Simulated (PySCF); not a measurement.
Al$_{2}$H$_{3}$O$_{2}$ (calculated)

Computed with PySCF 2.14.0. Calculation on a computer-drawn molecule: the log of a Hartree-Fock and frozen-core CCSD(T) single point meant for a local Hartree-Fock minimum, with one planted fault or none, to be diagnosed. Offsets are logged minus clean, where the clean run is the same molecule without the fault. The reference is restricted for singlets and unrestricted otherwise, and also for a bond in bohr or an excited solution. Adding or removing an electron swaps singlet and doublet. The excited solution moves the top pair (singlet) or top alpha electron (doublet) to the lowest empty orbital. Highest occupied and lowest empty are orbital energies over both spins, largest force is the largest gradient component, triples share is (T) over the correlation energy, the T1 limit is 0.02 restricted and 0.045 unrestricted, electrons count all cores, a negative frequency is imaginary (commonest isotopes), and the dipole is about the centre of nuclear charge.

```xyz
7
formula=Al2H3O2 meant_charge=0 meant_multiplicity=2 meant_basis=cc-pV(D+d)Z logged_electrons=45 logged_basis_functions=31 logged_SCF_converged=yes logged_spin_squared=0.7597 logged_highest_occupied=-3.968 logged_lowest_empty=7.8713 logged_largest_force=0.053842 logged_T1_diagnostic=0.023852 logged_D1_diagnostic=0.075988 logged_triples_share=0.055234 logged_CC_converged=yes logged_dipole_magnitude=2.4433 logged_SCF_stable_within_its_kind=yes logged_energy_HF=-627.48573 logged_energy_CCSD(T)=-627.64514 possible_faults=no_fault,one_electron_removed,one_electron_added,multiplicity_raised_by_two,geometry_at_a_saddle_point,SCF_held_on_an_excited_solution,minimal_basis_STO-3G,one_bond_length_entered_in_bohr,all_coordinates_scaled planted_fault=minimal_basis_STO-3G HF_energy_offset_from_clean_run=5004 CCSD(T)_energy_offset_from_clean_run=5227
O      1.0881    -1.8906     2.2693
Al     0.7713    -1.2758     0.7316
O     -0.7999    -1.0090     0.2013
Al    -2.3347    -0.6981    -0.4219
H      0.4830    -2.1408     2.9465
H      2.0032    -0.9589    -0.1788
H     -3.0886    -1.8880    -1.1760
```

Units: logged_highest_occupied, logged_lowest_empty in eV; logged_largest_force in hartree/bohr; logged_dipole_magnitude in debye; logged_energy_HF, logged_energy_CCSD(T) in hartree; HF_energy_offset_from_clean_run, CCSD(T)_energy_offset_from_clean_run in kcal/mol.

Drawn bonds:
```csv
atom,other atom,order
1,2,1
2,3,1
3,4,1
1,5,1
2,6,1
4,7,1
```
